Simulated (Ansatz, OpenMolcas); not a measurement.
**From Ansatz to OpenMolcas**

This Ansatz 0.2.0 job computes C2H5BClF (SMILES BC(F)CCl):

job.yaml:
```yaml
crystal:
  periodic: [false, false, false]
  atoms:
    - {symbol: B, position_ang: [-1.309200, -0.711700, -0.281200]}
    - {symbol: C, position_ang: [0.178900, -0.496800, 0.126500]}
    - {symbol: F, position_ang: [0.520300, -1.080300, 1.336000]}
    - {symbol: C, position_ang: [0.655300, 0.934900, 0.100000]}
    - {symbol: Cl, position_ang: [2.428700, 1.067800, 0.206300]}
    - {symbol: H, position_ang: [-2.010300, -1.450800, 0.336900]}
    - {symbol: H, position_ang: [-1.707400, -0.172300, -1.270600]}
    - {symbol: H, position_ang: [0.728500, -1.046200, -0.665100]}
    - {symbol: H, position_ang: [0.248500, 1.491800, 0.943700]}
    - {symbol: H, position_ang: [0.349800, 1.412800, -0.829700]}
basis:
  gaussian:
    orbitals: 3-21G.json
accuracy: high
output: {orbitals: {seedname: orbitals}}
hamiltonian:
  xc: hf
```

```bash
$ ansatz run job.yaml --threads 1 --pin off --max-ram 3480MiB --events-out events.jsonl --progress --plain --runs-dir runs
```

(Basis files named in the input come from the Basis Set Exchange and aren't shown.)

The coordinates come from a PBE0-D4/def2-TZVP relaxation. This is one conformer, not always the lowest.

It gives a total energy of -658.918245 Eh.

Problem. How is this level of theory, on these atoms, set up in OpenMolcas 26.06 as an input file of the program's own, asking for the gradient?

Solution. One way, which was run:

run.inp:
```
&GATEWAY
BasLib
$CurrDir
Coord
10
angstrom
B       -1.309200      -0.711700      -0.281200
C        0.178900      -0.496800       0.126500
F        0.520300      -1.080300       1.336000
C        0.655300       0.934900       0.100000
Cl       2.428700       1.067800       0.206300
H       -2.010300      -1.450800       0.336900
H       -1.707400      -0.172300      -1.270600
H        0.728500      -1.046200      -0.665100
H        0.248500       1.491800       0.943700
H        0.349800       1.412800      -0.829700
Basis
3-21G
Group
NoSym
&SEWARD
&SCF
Thresholds
1e-10 1e-07 1e-07 1e-05
PrOrbitals
1 2
&ALASKA
```

```bash
$ export MOLCAS_MEM=1860
$ pymolcas run.inp > run.log
```

(Basis files named in the input come from the Basis Set Exchange and aren't shown.)

Its energy is -658.918245 Eh, the same as the first but for the last digit, at most.
